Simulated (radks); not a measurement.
As4+, 29 electrons, occupied as [Ar] 3d10 4s1 (the NIST ground configuration).

Calculated with a radial shooting solver on a logarithmic mesh with Libxc functionals: Dirac Kohn-Sham, LDA (Slater exchange, Perdew-Wang correlation), spin-unpolarised, spherical densities, finite nucleus; Fermi nuclear charge, rms radius 4.0968 fm.

Energy parts (hartree):
part                       energy
total                 -2253.94094
kinetic                2304.03507
electron-nucleus      -5390.13638
Hartree                 911.41135
exchange-correlation    -79.25097

Orbitals (lengths in bohr, moments of r in powers of bohr):
orbital  occ.  eigenvalue (hartree)       <r^4>  small-component weight
1s1/2       2             -431.6816  0.00002008                1.42e-02
2s1/2       2             -56.38978    0.004091                2.77e-03
2p1/2       2             -50.63539    0.002844                2.77e-03
2p3/2       4             -49.29390    0.003050                2.71e-03
3s1/2       2              -8.81446      0.2739                6.49e-04
3p1/2       2              -6.87806      0.3269                6.00e-04
3p3/2       4              -6.69246      0.3498                5.84e-04
3d3/2       4              -3.35928      0.6778                4.63e-04
3d5/2       6              -3.33198      0.6950                4.58e-04
4s1/2       1              -2.11069       14.64                1.17e-04
4p1/2       0              -1.66575       23.60                9.54e-05
4p3/2       0              -1.64449       24.69                9.39e-05
5s1/2       0              -0.90120       255.2                4.31e-05

The highest occupied level is 4s1/2 at -57.435 eV. For comparison, the ionisation energy in NIST's Atomic Spectra Database is 62.8 eV (measured). In exact Kohn-Sham theory the highest level is minus the ionisation energy, but local and semilocal functionals leave it too shallow, through self-interaction and a potential that decays too fast; potentials with the right tail come closer. The density falls to 0.001 e/bohr^3 at r = 2.83 bohr.

Beside tabulated values, note that spin-unpolarised runs miss the spin-polarisation part of the exchange energy of open shells.
